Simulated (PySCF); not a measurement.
C5H10Si, singlet, at a GFN2-xTB geometry, atoms displaced at random by about 0.08 Å a coordinate; R2SCAN/STO-3G, gradient in PySCF.

Here is a job for PySCF.
```python
from pyscf import gto, scf, dft

mol = gto.M(
    atom='''
C     2.05517912    1.60682795    1.09300657
C     0.99727945    0.96291899    0.49702214
Si   -0.27697318   -0.14168809   -0.10486344
C    -0.33018045   -1.70558541    0.93087488
C     0.18246024   -0.52356958   -1.87660423
C    -1.87939175    0.80251859    0.11594169
H     2.76166915    2.25271975    1.38860410
H    -0.50257992   -1.80431991    1.83461127
H    -1.04201282   -2.26119714    0.29571200
H     0.78156280   -2.37531889    0.71955550
H    -0.55663020   -0.97585146   -2.31487021
H     0.27420740    0.36621377   -2.59230892
H     1.01409787   -0.94541057   -2.09075208
H    -2.11573103    1.07614334    1.11448384
H    -1.87377622    1.70030628   -0.46230073
H    -2.62530127    0.20647864   -0.41113030
''',
    basis='sto-3g',
    verbose=4,
)

mf = dft.RKS(mol)
mf.xc = 'r2scan'
mf.grids.level = 1
mf.kernel()
g = mf.nuc_grad_method()
g.grid_response = False
grad = g.kernel()
```

Q: Write the output that PySCF gives for this input, abridged.

A: 
```
PySCF version 2.14.0

[INPUT] verbose = 4
[INPUT] num. atoms = 16
[INPUT] num. electrons = 54
[INPUT] charge = 0
[INPUT] spin (= nelec alpha-beta = 2S) = 0
[INPUT] symmetry False subgroup None
[INPUT] Mole.unit = angstrom
[INPUT] Symbol           X                Y                Z      unit          X                Y                Z       unit  Magmom
[INPUT]  1 C      2.055179120000   1.606827950000   1.093006570000 AA    3.883725673725   3.036464754796   2.065483069650 Bohr   0.0
[INPUT]  2 C      0.997279450000   0.962918990000   0.497022140000 AA    1.884585030157   1.819653171243   0.939235722445 Bohr   0.0
[INPUT]  3 Si    -0.276973180000  -0.141688090000  -0.104863440000 AA   -0.523403454050  -0.267751685213  -0.198163182080 Bohr   0.0
[INPUT]  4 C     -0.330180450000  -1.705585410000   0.930874880000 AA   -0.623950622186  -3.223089306954   1.759098579437 Bohr   0.0
[INPUT]  5 C      0.182460240000  -0.523569580000  -1.876604230000 AA    0.344799882222  -0.989403113354  -3.546268038900 Bohr   0.0
[INPUT]  6 C     -1.879391750000   0.802518590000   0.115941690000 AA   -3.551535688267   1.516540344972   0.219098040519 Bohr   0.0
[INPUT]  7 H      2.761669150000   2.252719750000   1.388604100000 AA    5.218798340160   4.257023362899   2.624081444448 Bohr   0.0
[INPUT]  8 H     -0.502579920000  -1.804319910000   1.834611270000 AA   -0.949738404506  -3.409670471000   3.466912845340 Bohr   0.0
[INPUT]  9 H     -1.042012820000  -2.261197140000   0.295712000000 AA   -1.969118848086  -4.273043308250   0.558814691747 Bohr   0.0
[INPUT] 10 H      0.781562800000  -2.375318890000   0.719555500000 AA    1.476939641148  -4.488702160606   1.359762826424 Bohr   0.0
[INPUT] 11 H     -0.556630200000  -0.975851460000  -2.314870210000 AA   -1.051878630662  -1.844091997657  -4.374470710814 Bohr   0.0
[INPUT] 12 H      0.274207400000   0.366213770000  -2.592308920000 AA    0.518176887329   0.692043728344  -4.898753889067 Bohr   0.0
[INPUT] 13 H      1.014097870000  -0.945410570000  -2.090752080000 AA    1.916367237805  -1.786567052569  -3.950948825565 Bohr   0.0
[INPUT] 14 H     -2.115731030000   1.076143340000   1.114483840000 AA   -3.998152199944   2.033616183375   2.106069227854 Bohr   0.0
[INPUT] 15 H     -1.873776220000   1.700306280000  -0.462300730000 AA   -3.540923874523   3.213113197078  -0.873621766886 Bohr   0.0
[INPUT] 16 H     -2.625301270000   0.206478640000  -0.411130300000 AA   -4.961100394773   0.390188080173  -0.776923668510 Bohr   0.0

nuclear repulsion = 276.222960622576
number of shells = 30
number of NR pGTOs = 132
number of NR cGTOs = 44
basis = sto-3g
ecp = {}

******** <class 'pyscf.dft.rks.RKS'> ********
method = RKS
initial guess = minao
damping factor = 0
level_shift factor = 0
DIIS = <class 'pyscf.scf.diis.CDIIS'>
diis_start_cycle = 1
diis_space = 8
diis_damp = 0
SCF conv_tol = 1e-09
SCF conv_tol_grad = None
SCF max_cycles = 50
direct_scf = True
direct_scf_tol = 1e-13
XC library pyscf.dft.libxc version 7.1.2
    S. Lehtola, C. Steigemann, M. J. T. Oliveira, and M. A. L. Marques,  SoftwareX 7, 1–5 (2018)
XC functionals = r2scan
    J. W. Furness, A. D. Kaplan, J. Ning, J. P. Perdew, and J. Sun,  J. Phys. Chem. Lett. 11, 8208–8215 (2020)
    J. W. Furness, A. D. Kaplan, J. Ning, J. P. Perdew, and J. Sun,  J. Phys. Chem. Lett. 11, 9248–9248 (2020)
    J. W. Furness, A. D. Kaplan, J. Ning, J. P. Perdew, and J. Sun,  J. Phys. Chem. Lett. 11, 8208–8215 (2020)
    J. W. Furness, A. D. Kaplan, J. Ning, J. P. Perdew, and J. Sun,  J. Phys. Chem. Lett. 11, 9248–9248 (2020)
radial grids:
    Treutler-Ahlrichs [JCP 102, 346 (1995); DOI:10.1063/1.469408] (M4) radial grids

becke partition: Becke, JCP 88, 2547 (1988); DOI:10.1063/1.454033
pruning grids: <function nwchem_prune>
grids dens level: 1
symmetrized grids: False
atomic radii adjust function: <function treutler_atomic_radii_adjust>
small_rho_cutoff = 0
Set gradient conv threshold to 3.16228e-05
Initial guess from minao.
tot grids = 57032
init E= -480.167822208373
  HOMO = -0.274564785457503  LUMO = -0.0384557419203546  gap/eV = 6.42485
cycle= 1 E= -479.949419294302  delta_E= 0.218  |g|= 0.462  |ddm|=  4.9
  HOMO = -0.111093301777858  LUMO = 0.136931824550321  gap/eV = 6.74911
cycle= 2 E= -479.742799536903  delta_E= 0.207  |g|= 0.939  |ddm|= 1.56
  HOMO = -0.112483116963355  LUMO = 0.123709130916265  gap/eV = 6.42712
cycle= 3 E= -479.913240891537  delta_E= -0.17  |g|= 0.597  |ddm|= 1.43
  HOMO = -0.12047499558511  LUMO = 0.109232842997806  gap/eV = 6.25067
cycle= 4 E= -480.016653493301  delta_E= -0.103  |g|= 0.0404  |ddm|= 0.568
  HOMO = -0.127808582408712  LUMO = 0.102328515258963  gap/eV = 6.26235
cycle= 5 E= -480.017128703827  delta_E= -0.000475  |g|= 0.0165  |ddm|= 0.0558
  HOMO = -0.128362405677044  LUMO = 0.101428123450434  gap/eV = 6.25292
cycle= 6 E= -480.017199250738  delta_E= -7.05e-05  |g|= 0.00488  |ddm|= 0.0161
  HOMO = -0.127990961035805  LUMO = 0.101774458417725  gap/eV = 6.25224
cycle= 7 E= -480.017205774891  delta_E= -6.52e-06  |g|= 0.00117  |ddm|= 0.00486
  HOMO = -0.127991732132959  LUMO = 0.10178229883603  gap/eV = 6.25247
cycle= 8 E= -480.01720614807  delta_E= -3.73e-07  |g|= 0.000326  |ddm|= 0.00101
  HOMO = -0.12800377716123  LUMO = 0.101771853248565  gap/eV = 6.25251
cycle= 9 E= -480.017206176421  delta_E= -2.84e-08  |g|= 6.6e-05  |ddm|= 0.000266
  HOMO = -0.128002931954834  LUMO = 0.101772612867226  gap/eV = 6.25251
cycle= 10 E= -480.017206177461  delta_E= -1.04e-09  |g|= 2.57e-05  |ddm|= 4.98e-05
  HOMO = -0.128002600199978  LUMO = 0.101772942926484  gap/eV = 6.25251
cycle= 11 E= -480.017206177648  delta_E= -1.86e-10  |g|= 6.55e-07  |ddm|= 2.49e-05
  HOMO = -0.128002790313269  LUMO = 0.101772762210507  gap/eV = 6.25251
Extra cycle  E= -480.017206177647  delta_E= 1.02e-12  |g|= 5.31e-07  |ddm|= 1.96e-06
converged SCF energy = -480.017206177647

******** <class 'pyscf.grad.rks.Gradients'> for <class 'pyscf.dft.rks.RKS'> ********
unit = Eh/Bohr
grid_response = False
--------------- RKS gradients ---------------
         x                y                z
0 C     0.2522840067     0.1686176033     0.1353574511
1 C    -0.2106826002    -0.1269747344    -0.1185565790
2 Si    -0.0155081604    -0.0138365666    -0.0229326145
3 C    -0.1269371320     0.0501736493     0.2677941426
4 C     0.0461240945    -0.1673395562    -0.0334290525
5 C    -0.0058528169     0.0215792974     0.0458884040
6 H    -0.0635675357    -0.0568416995    -0.0277466977
7 H     0.0473376710     0.0066268104    -0.2115763803
8 H     0.0025663210     0.0113852350    -0.0170609613
9 H     0.0822269560    -0.0535443791    -0.0166083552
10 H     0.1010195294     0.0801140584     0.0563194521
11 H     0.0069097720     0.0073375660    -0.0379969174
12 H    -0.1361730491     0.0859976807     0.0135405273
13 H     0.0098568721     0.0045918925    -0.0255026308
14 H    -0.0083823544    -0.0236153348     0.0099520421
15 H     0.0155605452     0.0042424494    -0.0154613623
----------------------------------------------
```
